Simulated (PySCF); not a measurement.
Al(Me)(NCO)(OH) (C2H4AlNO2), SMILES O=C=[N][Al]([CH3])[OH].

Geometry optimised at PBE0-D3(BJ)/def2-SVP. The structure was generated by enumeration; whether it is a known compound was not checked. Other conformers were not sampled.

All values below come from r2SCAN/def2-TZVP in PySCF.

Symmetry labels are those of the subgroup Cs that the program uses (full group Cs).

Computed valence orbital energies around the gap with their symmetry:
```
orbital  symmetry  energy (eV)
-------  --------  -----------
HOMO−7         A'       -11.51
HOMO−6         A"       -10.19
HOMO−5         A'       -10.14
HOMO−4         A'        -8.52
HOMO−3         A"        -8.16
HOMO−2         A'        -8.11
HOMO−1         A"        -7.55
HOMO           A'        -7.32
LUMO           A"        -0.88
LUMO+1         A'        -0.54
LUMO+2         A'         0.44
LUMO+3         A'         1.37
```
